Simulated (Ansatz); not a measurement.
Relaxation of CH₄BrClMgO (9 atoms, charge 0, multiplicity 1), to a largest force component of 0.03 eV/Å in at most 50 steps.

Computed with RKS B3LYP-D4/def2-SVP (Ansatz 0.2.0).

```xyz
9
Properties=species:S:1:pos:R:3:forces:R:3
Mg -1.746 0.117 0.698 2.05 -0.50 -0.83
O 0.002 -0.354 -0.142 -1.73 0.62 1.17
C 0.575 -0.273 -1.415 -0.01 0.00 0.04
Cl -3.731 0.532 1.536 0.01 -0.01 0.00
H 1.295 0.120 1.649 -0.16 0.22 0.54
Br 1.334 0.624 3.044 -0.16 -0.32 -0.91
H 1.518 -0.854 -1.451 -0.01 0.00 0.00
H 0.830 0.768 -1.705 0.00 -0.02 0.00
H -0.078 -0.681 -2.213 0.00 0.00 0.00
```

Problem. Where does it end, and by what steps?

Solution. The run converged. After 18 steps the energy has fallen by 2.140 eV; Cl4 moved furthest, 1.50 Å. Parted: H5–Br6. Joined: Mg1–Br6, O2–H5.

```csv
step,energy less start (eV),largest force component (eV/Å),accepted
0,0.0000,2.054,yes
1,-0.3240,1.081,yes
2,-0.5170,0.781,yes
3,-0.7210,1.345,yes
4,-0.9027,1.532,yes
5,-1.2960,2.021,yes
6,-1.6371,1.958,yes
7,-1.8646,0.895,yes
8,-1.9731,0.885,yes
9,-2.0173,0.532,yes
10,-2.0565,0.419,yes
11,-2.0860,0.349,yes
12,-2.1085,0.411,yes
13,-2.1234,0.314,yes
14,-2.1311,0.383,yes
15,-2.1373,0.208,yes
16,-2.1381,0.138,yes
17,-2.1396,0.110,yes
18,-2.1403,0.013,yes
```

```xyz
9
Properties=species:S:1:pos:R:3
Mg -0.932 0.261 1.558
O 0.509 0.024 0.152
C 0.395 -0.217 -1.260
Cl -2.841 0.030 0.433
H 1.429 0.094 0.448
Br 0.396 0.640 3.501
H 0.886 -1.164 -1.529
H 0.838 0.615 -1.829
H -0.680 -0.282 -1.475
```

Whether the end is a true minimum wasn't checked by a vibrational analysis.

Time of the run: 57 s on 2 threads of Intel(R) Xeon(R) Platinum 8488C (Sapphire Rapids), on a shared host, peak memory 0.3 GiB.
